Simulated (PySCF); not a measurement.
Compound: H4O4Zn (charge -2 and singlet state).
Bonds: O1–Zn2, Zn2–O3, Zn2–O4, Zn2–O5. Hydrogens: H6 on O1; H7 on O3; H8 on O4; H9 on O5.

Computed, not measured: PBE0-D3(BJ)/def2-SVP geometry optimisation, gas phase in PySCF.

(1) How far are the bound atoms from Zn2?

(2) List the angles at Zn2.

(3) Describe the arrangement about Zn2 in numbers.

(4) What are the other bond lengths?

## Answers

(1) 4 atoms: O1 1.964 Å, O5 2.015 Å, O4 2.019 Å, O3 2.035 Å. The nearest atom not counted as bound is H9, at 2.15 Å (others tie with it).

(2) 
```
    angle  degrees  distance of the outer atoms (Å)
O1–Zn2–O4    126.0                             3.55
O1–Zn2–O5    123.7                             3.51
O1–Zn2–O3    108.8                             3.25
O3–Zn2–O4     98.6                             3.07
O3–Zn2–O5     98.1                             3.06
O4–Zn2–O5     96.0                             3.00
```

(3) Angles from 96.0° to 126.0°; τ4 = (360° − α − β)/141° = 0.78 with α and β the two widest (0 for a square, 1 for a tetrahedron). The Zn–O distances aren't all alike: 1.964 to 2.035 Å.

(4) O1–H6 and 3 like bonds 0.969 Å.

Charge -2, singlet. Whether so highly charged an anion holds all its electrons in the gas phase wasn't checked; a finite basis holds them in any case. No counter-ion or solvent screens the charge of this multiply charged ion. Whether it is a minimum is left open (no frequencies).

Conformer computed: `[OH:1][Zn-2:2]([OH:3])([OH:4])[OH:5]`: H–O1–Zn2–O3 5°, H–O3–Zn2–O1 -131°, H–O4–Zn2–O1 -125°, H–O5–Zn2–O1 -145°.
